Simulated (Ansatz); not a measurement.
Geometry optimisation, Ansatz, RKS PBE-D4/6-31G*.

The input (input.yaml):

```yaml
crystal:
  periodic: [false, false, false]
  atoms:
    - { symbol: C, position_ang: [1.2198, -0.2557, 0.5995] }
    - { symbol: B, position_ang: [0.1001, 0.1512, -0.5306] }
    - { symbol: F, position_ang: [0.5129, 0.5535, -1.8606] }
    - { symbol: B, position_ang: [-1.4443, 0.0906, -0.1938] }
    - { symbol: Cl, position_ang: [-2.05722, -0.3905, 1.53699] }
    - { symbol: H, position_ang: [1.0524, 0.4882, 1.4528] }
    - { symbol: H, position_ang: [1.0467, -1.2564, 0.9241] }
    - { symbol: H, position_ang: [2.2343, -0.0858, 0.1687] }
    - { symbol: H, position_ang: [-2.3275, 0.35763, -1.02834] }
basis:
  gaussian: { orbitals: "6-31G*" }
hamiltonian:
  xc: pbe
  dispersion: d4
relax:
  f_tol: 0.015
  max_steps: 40
```

Run as:

```bash
$ ansatz run input.yaml --threads 1 --pin off --max-ram 2048MiB --backend cpu --events-out ev --progress --plain --runs-dir out
```

Where does it end, and by what steps?

It converged. The force dipped under the threshold on the way, but the program's further checks kept it going. After 22 steps the energy has fallen by 0.883 eV; Cl5 moved furthest, 1.24 Å.

| step | energy less start (eV) | largest force component (eV/Å) | accepted |
| --- | --- | --- | --- |
| 0 | 0.0000 | 4.838 | yes |
| 1 | -0.6560 | 2.125 | yes |
| 2 | -0.7573 | 0.675 | yes |
| 3 | -0.7780 | 0.396 | yes |
| 4 | -0.7888 | 0.152 | yes |
| 5 | -0.7914 | 0.026 | yes |
| 6 | -0.7917 | 0.009 | yes |
| 7 | -0.7909 | 0.244 | no |
| 8 | -0.7934 | 0.079 | yes |
| 9 | -0.7952 | 0.151 | yes |
| 10 | -0.7968 | 0.331 | yes |
| 11 | -0.8026 | 0.360 | yes |
| 12 | -0.8052 | 0.506 | yes |
| 13 | -0.8342 | 0.378 | yes |
| 14 | -0.8616 | 0.136 | yes |
| 15 | -0.8675 | 0.290 | yes |
| 16 | -0.8803 | 0.169 | yes |
| 17 | -0.8777 | 0.163 | no |
| 18 | -0.8817 | 0.057 | yes |
| 19 | -0.8826 | 0.028 | yes |
| 20 | -0.8829 | 0.038 | yes |
| 21 | -0.8830 | 0.031 | yes |
| 22 | -0.8831 | 0.014 | yes |

```xyz
9
Properties=species:S:1:pos:R:3
C 1.262 -0.357 0.453
B 0.119 0.345 -0.371
F 0.464 1.312 -1.247
B -1.534 -0.024 -0.173
Cl -2.432 0.728 1.153
H 1.302 0.123 1.452
H 1.071 -1.428 0.644
H 2.258 -0.242 -0.009
H -2.173 -0.805 -0.834
```

Time of the run: 69 s on 1 thread of Arm Neoverse V1, on a shared host, peak memory 0.15 GiB.
